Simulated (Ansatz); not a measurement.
Consider the ligand exchange at the Al–O bond: `F[CH2][AlH][O][SiH3]` + CH₃SH → `C[S][AlH][CH2]F` + silanol.

Gas-phase electronic energies from Ansatz, PBE0-D4/def2-TZVP geometries. CBS: MP2 limit from def2 TZ/QZ plus the TZ coupled-cluster correction, frozen cores. This one scheme is used for every species. DFT in def2-TZVPP. One conformer a species, not always the lowest.

`F[CH2][AlH][O][SiH3]`:

Cartesian coordinates in Å:
```
F 0.704 -1.996 -0.063
C -0.546 -1.934 0.561
Al -1.205 -0.070 0.618
O -0.235 1.132 -0.048
Si 1.080 1.732 -0.800
H -1.227 -2.600 0.014
H -0.443 -2.371 1.563
H -2.593 0.323 1.261
H 2.304 1.463 0.000
H 1.235 1.119 -2.146
H 0.926 3.202 -0.960
```

CH₃SH:

Cartesian coordinates in Å:
```
C -0.471 0.001 -0.140
S 1.299 -0.295 -0.345
H -0.883 -0.592 0.676
H -0.942 -0.315 -1.071
H -0.684 1.058 0.016
H 1.682 0.142 0.864
```

`C[S][AlH][CH2]F`:

```xyz
11

C    -1.093    1.735   -0.101
S     0.229    1.461   -1.328
Al    1.100   -0.460   -0.849
C     0.520   -1.633    0.645
F    -0.528   -1.125    1.420
H    -2.033    1.860   -0.638
H    -1.180    0.908    0.598
H    -0.867    2.651    0.443
H     2.288   -0.952   -1.772
H     0.202   -2.611    0.262
H     1.361   -1.835    1.320
```

`O[SiH3]`:

```xyz
6

O     0.767    0.639   -0.803
Si   -0.108   -0.310    0.220
H     0.426    1.510   -1.008
H    -0.264    0.323    1.559
H     0.649   -1.576    0.348
H    -1.470   -0.587   -0.316
```

CCSD(T)/CBS gives +0.52 eV.

Question: Another level gave +0.59 eV. Which?
A. HF/def2-TZVPP
B. PBE0/def2-TZVPP
C. ωB97M-V/def2-TZVPP
D. CCSD/def2-TZVPP

Answer: D. CCSD/def2-TZVPP 0.59, PBE0 0.44, ωB97M-V 0.53, HF/def2-TZVPP 0.70 eV.

Largest T1 diagnostic among the species: 0.012.

In def2-TZVPP, CCSD(T) changes the Hartree–Fock value by −0.15 eV (the triples alone add −0.04 eV) and MP2 by −0.16 eV. From PBE to PBE0 (25 % exact exchange), in def2-TZVPP and without D4, ΔE moves by +0.04 eV.
